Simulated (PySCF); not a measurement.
Molecule: SMILES C=C(F)C(=O)OCC, C5H7FO2.

Structure with atom numbers: `[CH2:1]=[C:2]([F:3])[C:4](=[O:5])[O:6][CH2:7][CH3:8]`. Each H is labelled by its parent atom. Ha(C1) is cis to F3; Hb(C1) is trans to F3.

Geometry PBE0-D3(BJ)/def2-SVP throughout; GIAO in PySCF, gas phase, one conformer, non-relativistic; equivalent atoms averaged; basis pcSseg-1.

For orientation, B97-D gives these shifts δ (against TMS, CFCl3, H2O at the same level): C4 157.7, C7 63.7, C8 16.0, F3 -124.5, O5 394.6, Hb(C1) 5.84, Ha(C1) 5.09, H(C7) 4.05, H(C8) 1.39 ppm.

A run gave: C4 166.1, C7 65.9, C8 16.7, F3 -118.1, O5 399.2, Hb(C1) 5.93, Ha(C1) 5.25, H(C7) 3.93, H(C8) 1.38 ppm (shifts δ (against TMS, CFCl3, H2O at the same level)).

Q: Which functional was used in that run?
A. PBE0
B. OPBE
C. CAM-B3LYP
D. WP04

A: D. C7 tells them apart best: WP04 gives 65.9, OPBE gives 61.8, CAM-B3LYP gives 63.0, PBE0 gives 62.2 ppm.
